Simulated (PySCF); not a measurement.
## Ionisation energy of Cu by level of theory

Cu [Ar] 3d10 4s1 (2S) → Cu⁺ [Ar] 3d10 (1S), as a difference of total energies. All numbers are calculated (PySCF 2.14, scalar relativity through the core potential, in aug-cc-pVTZ-PP with ECP10MDF (6s6p5d3f2g, 88 functions)). Correlated levels: valence: 3s2 3p6 frozen. The calculations carry no spin-orbit coupling.

| method | ionisation energy (eV) | error (eV) |
| --- | --- | --- |
| UHF | 6.585 | -1.141 |
| MP2 (valence) | 7.642 | -0.084 |
| SCS-MP2 (valence) | 7.475 | -0.251 |
| CCSD (valence) | 7.494 | -0.232 |
| CCSD(T) (valence) | 7.653 | -0.073 |

Reference: 7.726 eV (measured; NIST Atomic Spectra Database, ionization energies).

Errors of the correlated levels include the incompleteness of this basis and the frozen core.
